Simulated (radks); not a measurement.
Co VII, configuration [Ar] 3d(3/2: 3, 5/2: 0) (the NIST ground configuration).

Method: Dirac Kohn-Sham, relativistic LDA (MacDonald-Vosko exchange, VWN5 correlation), spin-unpolarised, spherical densities, finite nucleus; Fermi nuclear charge, rms radius 3.7875 fm; computed with a radial shooting solver on a logarithmic mesh with Libxc functionals.

Energy parts (hartree):
part                       energy
total                 -1378.76950
kinetic                1397.09712
electron-nucleus      -3217.44898
Hartree                 493.73383
exchange-correlation    -52.15147

Orbitals (lengths in bohr, moments of r in powers of bohr; <r^-3> diverges for s and p1/2; r(90%) holds 90 % of the orbital's charge):
[
 {"orbital": "1s1/2", "occ.": "2", "eigenvalue (hartree)": "-281.9486", "<r>": "0.05638", "r(90%)": "0.101", "<r^-3>": "-", "<r^4>": "0.00004697"},
 {"orbital": "2s1/2", "occ.": "2", "eigenvalue (hartree)": "-37.33044", "<r>": "0.2560", "r(90%)": "0.397", "<r^-3>": "-", "<r^4>": "0.01043"},
 {"orbital": "2p1/2", "occ.": "2", "eigenvalue (hartree)": "-33.02956", "<r>": "0.2232", "r(90%)": "0.366", "<r^-3>": "-", "<r^4>": "0.007628"},
 {"orbital": "2p3/2", "occ.": "4", "eigenvalue (hartree)": "-32.48887", "<r>": "0.2263", "r(90%)": "0.370", "<r^-3>": "532.4", "<r^4>": "0.007989"},
 {"orbital": "3s1/2", "occ.": "2", "eigenvalue (hartree)": "-7.77952", "<r>": "0.7422", "r(90%)": "1.10", "<r^-3>": "-", "<r^4>": "0.6221"},
 {"orbital": "3p1/2", "occ.": "2", "eigenvalue (hartree)": "-6.46207", "<r>": "0.7567", "r(90%)": "1.15", "<r^-3>": "-", "<r^4>": "0.7305"},
 {"orbital": "3p3/2", "occ.": "4", "eigenvalue (hartree)": "-6.38372", "<r>": "0.7642", "r(90%)": "1.16", "<r^-3>": "77.67", "<r^4>": "0.7582"},
 {"orbital": "3d3/2", "occ.": "3", "eigenvalue (hartree)": "-4.21699", "<r>": "0.7853", "r(90%)": "1.27", "<r^-3>": "8.975", "<r^4>": "1.075"},
 {"orbital": "3d5/2", "occ.": "0", "eigenvalue (hartree)": "-4.20598", "<r>": "0.7876", "r(90%)": "1.27", "<r^-3>": "8.826", "<r^4>": "1.085"}
]

The highest occupied level is 3d3/2 at -114.75 eV. For comparison, the ionisation energy in NIST's Atomic Spectra Database is 128.9 eV (semi-empirical). In exact Kohn-Sham theory the highest level is minus the ionisation energy, but local and semilocal functionals leave it too shallow, through self-interaction and a potential that decays too fast; potentials with the right tail come closer. The electron density at the nucleus is 1.707e+04 e/bohr^3.

Beside tabulated values, note that spin-unpolarised runs miss the spin-polarisation part of the exchange energy of open shells.
